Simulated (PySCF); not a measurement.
Species: C4H5Cl2F.
SMILES with atom numbers: `[F:1][CH2:2]/[CH:3]=[CH:4]/[CH:5]([Cl:6])[Cl:7]` (hydrogens: H8, H9 on C2; H10 on C3; H11 on C4; H12 on C5)

The closed-shell SCF was solved with PySCF and density fitting under several settings on one GFN2-xTB geometry (grid level 2 and gas phase unless stated).

| settings | basis functions | SCF cycles | E (Eh) | HOMO (eV) | LUMO (eV) | dipole (D) |
| --- | --- | --- | --- | --- | --- | --- |
| PBE0/pcSseg-1 | 158 | 13 | -1174.9957 | -8.03 | -0.77 | 3.49 |
| PBE0/def2-SVPD | 197 | 13 | -1174.6150 | -8.07 | -0.89 | 3.35 |
| PBE0/ANO-RCC-VDZP | 131 | 14 | -1174.4135 | -7.97 | -0.72 | 3.40 |
| BP86/pcSseg-1 | 158 | 14 | -1175.6748 | -6.89 | -1.85 | 3.35 |

Question: Estimate the rows for these settings: (1) PBE0/def2-SVPD, IEF-PCM acetonitrile, damping 0.1 at the start, DIIS from the seventh cycle; (2) wB97X-D/6-31++G**, energy threshold 1e-11 Eh.

Answer: 
```tsv
settings	basis functions	SCF cycles	E (Eh)	HOMO (eV)	LUMO (eV)	dipole (D)
PBE0/def2-SVPD, IEF-PCM acetonitrile, damping 0.1 at the start, DIIS from the seventh cycle	197	16	-1174.6247	-7.85	-0.66	4.66
wB97X-D/6-31++G**, energy threshold 1e-11 Eh	164	13	-1175.5328	-9.84	0.95	3.57
```

Question: Over all rows, what range does the HOMO–LUMO gap span?

Answer: From 5.04 eV (BP86/pcSseg-1) to 10.79 eV (wB97X-D/6-31++G**, energy threshold 1e-11 Eh). The functional of the narrowest has no exact exchange, that of the widest range-separated exact exchange.

Question: And the dipole moment?

Answer: From 3.35 D to 4.66 D; the largest is 1.39 times the smallest, and the median is 3.45 D.

Question: Compare two rows with the functional PBE0: PBE0/ANO-RCC-VDZP and PBE0/def2-SVPD. Which energy is lower, and by how much?

Answer: PBE0/def2-SVPD (197 functions) lies 0.2015 Eh or 126 kcal/mol below PBE0/ANO-RCC-VDZP (131 functions).

wB97X-D ran without the empirical dispersion term, which would shift the total energy alone. Cycle counts include a coarse-grid stage where the run had one. All basis functions are spherical, in the Pople sets too. ANO-RCC sets were contracted for a scalar-relativistic Hamiltonian, but ran non-relativistically here. The species at its GFN2-xTB geometry (one conformer only).

Conformer computed: `[F:1][CH2:2]/[CH:3]=[CH:4]/[CH:5]([Cl:6])[Cl:7]`: F1–C2–C3–C4 0°, C3–C4–C5–Cl6 -120°.
